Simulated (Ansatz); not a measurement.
`N=C([SiH3])Cl` + H–F → `N=C(F)Cl` + SiH₄  (substitution at a C–Si bond)

Program: Ansatz. Geometries: PBE0-D4/def2-TZVP. ΔE: electronic, gas phase. CBS: MP2 limit from def2 TZ/QZ plus the TZ coupled-cluster correction, frozen cores. This one scheme is used for every species. Functionals use def2-TZVPP. HSE06 is defined as in plane-wave codes. One conformer a species, not always the lowest.

```
           level  ΔE (kJ/mol)  difference from CCSD(T)/CBS
     LDA (SPW92)         32.4                        -30.8
       r2SCAN-D4         39.7                        -23.5
         PBE0-D4         44.9                        -18.3
      r2SCAN0-D4         42.3                        -20.9
    CAM-B3LYP-D4         38.8                        -24.4
          B2PLYP         46.7                        -16.5
             PBE         38.6                        -24.6
          r2SCAN         38.4                        -24.8
            PBE0         40.2                        -23.0
         r2SCANh         39.4                        -23.8
           HSE06         40.6                        -22.6
     HF/def2-SVP         21.0                        -42.2
    MP2/def2-SVP         32.3                        -30.9
   CCSD/def2-SVP         27.4                        -35.8
CCSD(T)/def2-SVP         27.8                        -35.4
   HF/def2-QZVPP         33.1                        -30.1
     CCSD(T)/CBS         63.2                            0
```

Largest T1 diagnostic among the species: 0.013.

At CCSD(T), def2-SVP lies −35.4 kJ/mol from the extrapolated value and def2-TZVPP −9.4 kJ/mol. Leaving LDA and LC-ωPBE aside and taking each functional with its dispersion term where it has one, the values, not all of them listed here, spread over 15.2 kJ/mol, from B97M-V to PBE-QIDH. LDA lies −6.3 kJ/mol from PBE without D4. In def2-TZVPP, CCSD(T) changes the Hartree–Fock value by +21.3 kJ/mol (the triples alone add +2.4 kJ/mol) and MP2 by +28.9 kJ/mol.
